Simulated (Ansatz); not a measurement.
Computed with Ansatz on PBE0-D4/def2-TZVP structures; ΔE is electronic, products minus reactants. CCSD(T)/CBS adds triple-zeta CCSD(T) − MP2 to the extrapolated MP2 energy (def2 sets, frozen cores). This one scheme is used for every species, atoms too. For atomizations the MP2-based limit and the directly extrapolated one differ by several kJ/mol either way, and by 10 to 25 for some Ge, Se and Sn compounds, so smaller differences from it don't rank the levels. Functionals use def2-TZVPP. HSE06 is defined as in plane-wave codes. Open shells (•) are unrestricted, without spin–orbit coupling. Spin–orbit coupling would lower the free atoms: a little for C, O. One conformer a species, not always the lowest.

`O=CCC(=O)c1ccccc1` → 9 C• + 8 H• + 2 O•  (atomization)

CCSD(T)/CBS gives +9131.5 kJ/mol.

Task: Another level gave +9146.7 kJ/mol. Which?
A. r2SCANh/def2-TZVPP
B. HSE06/def2-TZVPP
C. HSE06-D4/def2-TZVPP
D. r2SCANh-D4/def2-TZVPP

Result: A. r2SCANh 9146.7, r2SCANh-D4 9162.5, HSE06-D4 9316.9, HSE06 9273.4 kJ/mol.

Largest T1 diagnostic among the species: 0.014.

Leaving LDA and LC-ωPBE aside and taking each functional with its dispersion term where it has one, the values, not all of them listed here, spread over 723.6 kJ/mol, from BHLYP-D4 to PBE-D4. LDA lies +1202.4 kJ/mol from PBE without D4, its usual overbinding. At CCSD(T), def2-SVP lies −316.8 kJ/mol from the extrapolated value and def2-TZVPP −222.6 kJ/mol: correlation converges slowly with the basis, and small sets miss more of it in the bonded molecule than in its fragments. The D4 term adds +87.3 kJ/mol with B3LYP and +46.9 kJ/mol with PBE0; it sums over pairs of atoms, weighted by their polarisabilities, and B3LYP, whose exchange is more repulsive, gets the larger term.

B3LYP here is the variant with VWN-RPA as its local correlation; programs differ in this.
